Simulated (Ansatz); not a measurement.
The cluster Bi₃Te. Total charge 0; doublet. Geometry PBE-D4/def2-SVP, basis def2-TZVP, Ansatz.

```xyz
4

Bi   -1.274    0.408   -1.119
Bi    0.252    1.052    1.368
Bi    1.741    0.218   -1.125
Te   -0.719   -1.678    0.876
```

```csv
run,HOMO (eV),LUMO (eV)
A,-5.04,-2.64
B,-4.11,-3.35
C,-4.42,-3.07
D,-5.28,-2.44
```

In the def2 sets Bi, Te take a core potential; there is no spin–orbit coupling. The structure comes from a short search, and lower isomers may exist.

HOMO and LUMO are taken over both spins.

Q: The runs used PBE, PBE0, r2SCAN, r2SCAN0. Estimate which is which.

A: A PBE0 (25 % exact exchange); B PBE (0 % exact exchange); C r2SCAN (0 % exact exchange); D r2SCAN0 (25 % exact exchange). Exact exchange lowers occupied and raises empty levels; among semilocal functionals meta-GGAs tend to open the gap a little, and such runs are hard to tell apart. The gap grows from 0.76 eV (PBE) to 2.84 eV (r2SCAN0).
